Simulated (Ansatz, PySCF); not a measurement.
**A small calculation by hand: transport gap, exciton binding and injection barriers**

o-xylylene (C8H8), SMILES c1cccc(=C)c1=C.

Geometry optimised at ωB97X-D3(BJ)/def2-SVP.

Gas-phase, vertical values: ionisation energy 7.47 eV and electron affinity 0.44 eV from ΔSCF with PBE/def2-SVPD (Ansatz, a first-principles code); S1 3.35 eV and T1 1.58 eV from TDA-PBE/def2-SVPD (PySCF). Assume, for the exercise, a film of permittivity 3.0, a cavity radius of 5.0 Å and electrodes of work function 5.3 eV (anode) and 3.6 eV (cathode), with aligned vacuum levels.

### Question
Work out the fundamental gap and exciton binding energy in the gas phase, the levels in the film by Born's model, the injection barriers and the thermal weight of S1 against T1 at 298 K.

### Answer

Fundamental gap IE − EA = 7.03 eV; exciton binding = gap − S1 = 3.68 eV.
Born polarisation P = (14.3996 eV Å / 2r)(1 − 1/ε) = 0.96 eV. Film: IE = 6.51 eV, EA = 1.40 eV, transport gap 5.11 eV; with S1 unchanged the binding falls to 1.76 eV.
Hole barrier IE − Φ(anode) = 1.21 eV; electron barrier Φ(cathode) − EA = 2.20 eV (a negative value means no barrier, and the level would pin).
ΔE(ST) = S1 − T1 = 1.77 eV, and the triplet has three sublevels, so the ratio S1/T1 is (1/3) exp(−ΔE/kT) = 4.0e-31 with kT = 0.02569 eV: too wide a gap for thermal return to the singlet. All inputs carry the errors of their functional, and relaxed states would shift them.
